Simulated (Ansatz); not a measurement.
A search over several starts for the lowest SCF solution of [CuBr2]- (CuBr₂⁻) at the given spin, in a small basis.

```yaml
crystal:
  periodic: [false, false, false]
  atoms:
    - {symbol: Cu, position_ang: [-0.000130, -0.000081, 0.000108]}
    - {symbol: Br, position_ang: [-0.015838, -0.019985, 2.272434]}
    - {symbol: Br, position_ang: [0.015969, 0.020056, -2.272542]}
basis:
  gaussian: {orbitals: def2-SVP, initial_orbitals: start.molden}
total_charge: -1
hamiltonian: {xc: pbe0, dispersion: d4}
output: {orbitals: {seedname: orbitals}}
```

The file start.molden holds the orbitals of an earlier run on this structure, at another level or in another basis.

```sh
$ ansatz run in.yaml --threads 2 --pin off --events-out ev --progress --plain --max-ram 4352MiB
```

Output, abridged:

```
Functional definition: PBE0
956 factors; integrals over basis functions are off by at most 1.0e-3 eV
mean field evaluation 1: about -184692.3484 eV, gradient 1.9e1 eV
mean field evaluation 2: about -184692.9219 eV, gradient 9.1e-1 eV
mean field evaluation 4: about -184692.9806 eV, gradient 2.8e-1 eV
mean field evaluation 8: about -184692.9809 eV, gradient 2.7e-5 eV
mean field evaluation 16: about -184692.9809 eV, gradient 6.9e-2 eV
mean field -184692.98092757 eV, -6787.3418596895 hartree, gradient 2.7e-5 eV, S^2 0.000000; 1 other end points of the search recorded, 0 dependent functions left out
reference -184692.98096323 eV, -6787.3418610000 hartree; 50, 50 occupied and 45, 45 virtual orbitals, 956 factors
Total energy: -184693.05505711 eV, -6787.3445838996 hartree
```

Run time 2.4 s (2 threads of Arm Neoverse V2 on a shared host).
